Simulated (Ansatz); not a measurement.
Consider the cleavage of the Si–Al bond: `[AlH2][SiH3]` + `CO[SiH](O)O` → `CO[SiH](O)O[SiH3]` + `[AlH3]`.

Calculated with Ansatz (gas phase, PBE0-D4/def2-TZVP geometries, no zero-point term in ΔE). CCSD(T)/CBS is the MP2 limit (def2-TZVPP, def2-QZVPP) plus CCSD(T) − MP2 in def2-TZVPP, frozen cores. This one scheme is used for every species. DFT in def2-TZVPP. Each species was taken in one conformer, which may not be the lowest.

```tsv
level	ΔE (kJ/mol)	difference from CCSD(T)/CBS
r2SCAN-D4	-90.0	7.2
ωB97X-V	-96.0	1.2
B2PLYP	-100.2	-3.0
PBE0	-75.2	22.0
MP2/def2-TZVPP	-105.6	-8.4
SCS-MP2/def2-TZVPP	-109.8	-12.6
CCSD/def2-TZVPP	-99.1	-1.9
CCSD(T)/def2-TZVPP	-96.1	1.1
MP2/def2-QZVPP	-107.2	-10.0
HF/CBS(def2)	-125.5	-28.3
CCSD(T)/CBS	-97.2	0
```

Largest T1 diagnostic among the species: 0.012.

The D4 term adds −5.9 kJ/mol with B3LYP and −3.6 kJ/mol with PBE0; it sums over pairs of atoms, weighted by their polarisabilities, and B3LYP, whose exchange is more repulsive, gets the larger term. From PBE to PBE0 (25 % exact exchange), in def2-TZVPP and without D4, ΔE moves by −9.3 kJ/mol.

B3LYP here is the variant with VWN-RPA as its local correlation; programs differ in this.
